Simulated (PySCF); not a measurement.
Xenon: a sound run and one with changed settings

Sound run: Xe+ [Kr] 4d10 5s2 5p5, Xe(2+) [Kr] 4d10 5s2 5p4. Calculation: PySCF 2.14, in x2c-SVPall; scalar relativity by spin-free X2C-1e. In the sound run the correlated levels freeze [Kr] 4d10. The sound run starts from symmetry-adapted Hartree-Fock orbitals and uses a fine grid where one is needed.

Changed run: initial guess 1e, at most 50 SCF cycles.

| species | method | sound run (hartree) | changed run (hartree) | converged |
| --- | --- | --- | --- | --- |
| Xe+ | UHF | -7442.23904 | -7442.23904 | yes |
| Xe+ | LDA | -7438.47838 | -7438.47838 | yes |
| Xe+ | CCSD(T) | -7442.31911 | -7442.31911 | yes |
| Xe(2+) | PBE | -7443.95508 | -7443.95508 | yes |
| Xe(2+) | MP2 | -7441.54489 | -7441.54489 | yes |

Here the plain start reaches the same solutions.
